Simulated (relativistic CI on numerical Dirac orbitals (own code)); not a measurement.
## Forbidden transitions in Fe7+

Computed by Dirac-Coulomb-Breit CI, KLI orbitals optimised for each configuration, model QED (radiative potential, 1s self-energy scaled to tabulated hydrogen-like ionisation energies), unscaled Slater integrals (own radial code, finite nucleus).

Configuration list (outside the closed core [Ne]): 3s2.3p6.3d, 3s2.3p5.3d2, 3s2.3p6.4s, 3s.3p6.3d2, 3s2.3p6.4p, 3s2.3p6.4d, 3s2.3p6.4f, 3s2.3p6.5s, 3s2.3p6.5p, 3s2.3p5.3d.4s, 3s2.3p6.5d, 3s2.3p6.5f, 3s2.3p6.5g, 3s2.3p6.6s, 3s2.3p5.3d.4p, 3s2.3p6.6p, 3s2.3p6.6d, 3s2.3p6.7s, 3s2.3p6.7p, 3s2.3p5.3d.4d, 3s.3p6.3d.4s, 3s.3p6.4s2, 3s2.3p5.3d.4f, 3s2.3p5.3d.5s, 3p6.3d3, 3p5.3d4. Double excitations out of closed p, d and f shells are left out; levels of such configurations are missing from the list, as are those of other unlisted configurations, and high levels can miss mixing partners. These lack a partner that the ground configuration has and come out too high: 3s2.3p5.3d.4s, 3s2.3p5.3d.4p, 3s2.3p5.3d.4d, 3s2.3p5.3d.4f, 3s2.3p5.3d.5s.

```csv
λ vac (Å),Lower,Upper,Type,A (s⁻¹),log gf
220.66,3s2.3p5.3d2 4D°_7/2 [6],3s2.3p5.3d.4s 4F°_9/2 [76],E2,8.68e+04,-5.20
229.90,3s2.3p5.3d2 4G°_11/2 [7],3s2.3p5.3d.4s 4F°_9/2 [76],E2,2.97e+05,-4.63
230.86,3s2.3p5.3d2 4G°_9/2 [8],3s2.3p5.3d.4s 4F°_9/2 [76],E2,9.35e+04,-5.13
232.53,3s2.3p5.3d2 4P°_5/2 [10],3s2.3p5.3d.4s 4F°_9/2 [76],E2,6.47e+04,-5.28
238.30,3s2.3p6.3d 2D_3/2 [1],3s2.3p6.4s 2S_1/2 [14],E2,3.18e+05,-5.27
239.31,3s2.3p6.3d 2D_5/2 [2],3s2.3p6.4s 2S_1/2 [14],E2,4.73e+05,-5.09
239.68,3s2.3p5.3d2 4F°_9/2 [17],3s2.3p5.3d.4s 4F°_9/2 [76],E2,3.96e+04,-5.47
262.17,3s2.3p5.3d2 4D°_7/2 [31],3s2.3p5.3d.4s 4F°_9/2 [76],E2,3.08e+04,-5.50
1171.4,3s2.3p5.3d2 4G°_11/2 [7],3s2.3p5.3d2 2G°_9/2 [39],M1,1.23e+01,-7.60
1478.7,3s2.3p5.3d2 4F°_9/2 [17],3s2.3p5.3d2 2G°_9/2 [39],M1,1.06e+01,-7.46
1694.9,3s2.3p5.3d2 2F°_7/2 [22],3s2.3p5.3d2 2G°_9/2 [39],M1,1.10e+01,-7.32
2055.7,3s2.3p5.3d2 4G°_11/2 [7],3s2.3p5.3d2 2H°_9/2 [29],M1,3.76e+01,-6.62
2116.1,3s2.3p5.3d2 2H°_11/2 [25],3s2.3p5.3d2 2G°_9/2 [39],M1,4.34e+01,-6.54
2171.1,3s2.3p5.3d2 4G°_11/2 [7],3s2.3p5.3d2 2G°_9/2 [28],M1,3.41e+01,-6.62
2544.0,3s2.3p5.3d2 2G°_9/2 [28],3s2.3p5.3d2 2G°_9/2 [39],M1,1.73e+01,-6.77
2723.2,3s2.3p5.3d2 2H°_9/2 [29],3s2.3p5.3d2 2G°_9/2 [39],M1,2.24e+01,-6.60
2781.4,3s2.3p5.3d2 4D°_7/2 [6],3s2.3p5.3d2 4F°_9/2 [17],M1,1.39e+01,-6.79
3235.7,3s2.3p5.3d2 4F°_9/2 [17],3s2.3p5.3d2 2H°_9/2 [29],M1,1.07e+01,-6.78
3531.2,3s2.3p5.3d2 4F°_9/2 [17],3s2.3p5.3d2 2G°_9/2 [28],M1,1.06e+01,-6.70
5636.8,3s2.3p5.3d2 4G°_11/2 [7],3s2.3p5.3d2 4F°_9/2 [17],M1,8.39e+00,-6.40
```

Terms are leading LS components. Brackets give the number of a level in order of energy, since labels repeat. The list gives strong lines, with weight on those to low levels, among the lowest 349 of 615 levels, so that lines to higher ones, which can be the strongest, are missing. Levels whose partners in the same complex of configurations lie outside the list can be far off, and so can their lines. Rates are taken at the computed energies, electric ones in the length gauge.

At this charge configurations can still be misplaced by up to about 7 % of their energy. 8 of the 18 excited levels that our extract of the measured tables holds in this range could be paired (the sources list more); they are missed by 1803 cm⁻¹ on average and 3805 at most, and levels without a partner can miss by more.

LS names give the leading component of a level, which can be under half, so a name can repeat, a term be missing and a line seem to break the LS rules.
